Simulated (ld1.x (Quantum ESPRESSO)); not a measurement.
Which change was made? (Ba, TM)

Ba, norm-conserving Troullier–Martins (Kleinman–Bylander form), made with ld1.x (Quantum ESPRESSO) 7.5 (LDA (PZ), fully relativistic). Core [Xe], reference 5d0 6s1.5 6p0.5. Waves: 6s (bound): rc 3.35 bohr; 6p (bound): rc 3.25 bohr; 5d (bound, empty): rc 3.10 bohr. Local part: all-electron potential smoothed inside 2.40 bohr (lloc = -1). Core correction: Bessel-smoothed model core inside 3.10 bohr.

Open shells are filled in proportion to 2j + 1 (rel_dist='average').

Cutoffs, loose and tight: the cutoffs (Ry, on a coarse ladder) from which the occupation-weighted sum of valence levels, in a spherical-Bessel basis at the reference potential, stays within 10 and 1 mRy of its value at 400 Ry. They do not see the model core or the augmentation charge, which bear on the density cutoff. Test errors are all-electron minus pseudo excitation energies from the reference, over the configurations 5d0 6s2 6p0; 5d0 6s1 6p0; 5d0 6s1.5 6p0; 5d0.5 6s1.5 6p0; 5d0 6s0 6p1; 5d1 6s1 6p0; 5d1 6s0 6p0; variants that change the core or the reference have their own tests.

The base gives: outcome: generated; cutoff, loose: 15 Ry; cutoff, tight: 25 Ry; bound ghosts: s, p3/2, p1/2; largest test error (meV): -41.

After one change the result is: outcome: generated; cutoff, loose: 15 Ry; cutoff, tight: 25 Ry; bound ghosts: s, p3/2, p1/2; largest test error (meV): -64. Which change was it?
A. all radii but the core radius scaled by about 1.07 (s 3.58, p 3.46, d 3.30 bohr); local potential all-electron potential smoothed inside 2.56 bohr (lloc = -1)
B. reference 5d0 6s1.5 6p0
C. wave 6s (bound): rc 3.35 bohr becomes 6s (bound): rc 5.18 bohr

C. The others give: reference 5d0 6s1.5 6p0 → outcome: generated; cutoff, loose: 6 Ry; cutoff, tight: 8 Ry; bound ghosts: s, p3/2, p1/2; largest test error (meV): -42 | all radii but the core radius scaled by about 1.07 (s 3.58, p 3.46, d 3.30 bohr); local potential all-electron potential smoothed inside 2.56 bohr (lloc = -1) → outcome: generated; cutoff, loose: 10 Ry; cutoff, tight: 15 Ry; bound ghosts: s, p3/2, p1/2; largest test error (meV): -46.
